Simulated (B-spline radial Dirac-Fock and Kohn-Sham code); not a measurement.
## K-line shifts caused by a second vacancy in Pd³⁺

System: Pd³⁺ in the configuration [Kr] 4d7.

Input of the calculation (task.json; shells as n, l, electrons):

```json
{"items": [{
  "Z": 46,
  "q": 3,
  "cfg": [[1, 0, 2], [2, 0, 2], [2, 1, 6], [3, 0, 2], [3, 1, 6], [3, 2, 10], [4, 0, 2], [4, 1, 6], [4, 2, 7]],
  "A": 106,
  "rrms": 4.5318,
  "do": ["binding", "quiet", "double"]
}]}
```

Launch: `python xray_run.py task.json out`

The computed values come from a radial finite-basis atomic code: Dirac-Fock energy differences between relaxed states, corrected for Breit and QED terms. Each two-hole energy is an average over J within one jj subconfiguration, not an observable level; in light atoms, where LS coupling holds, the j-resolved values are not observed lines, and for a K spectator the Kα1 hypersatellite is nearly forbidden. Correlation energy is missing from these numbers.

Lines without a spectator: Kα2 (K-L2) 21018.0 eV, Kα1 (K-L3) 21175.1 eV, Kβ3 (K-M2) 23787.4 eV, Kβ1 (K-M3) 23815.5 eV. Shifts in eV with one spectator hole (a dash: not computed, or left out as unreliable):

| spectator hole | Kα2 | Kα1 | Kβ3 | Kβ1 |
| --- | --- | --- | --- | --- |
| L2 (2p1/2) | +56.1 | +70.3 | – | +150.5 |
| L3 (2p3/2) | +56.5 | +56.2 | +135.6 | – |
| M2 (3p1/2) | – | +7.63 | +17.42 | +21.28 |
| M3 (3p3/2) | +5.85 | – | +18.42 | +17.84 |
| M5 (3d5/2) | -1.88 | -0.21 | – | – |

Q: Where does the K-L3 hypersatellite lie, emitted when both K electrons are missing?

A: +534.6 eV from the normal line, at 21709.7 eV. Removing both K electrons costs 49527.1 eV, which is 723.0 eV more than twice the K binding energy.

With n spectator holes in 2p, averaged over the 2p shell (energies in eV):

```csv
n,KαLⁿ,step,hypersatellite KαʰLⁿ
0,21122.7,–,21652.6
1,21182.7,+60.0,21714.1
2,21244.0,+61.3,21776.7
3,21306.5,+62.5,21840.6
4,21370.2,+63.7,21905.8
5,21435.2,+65.0,21972.2
```
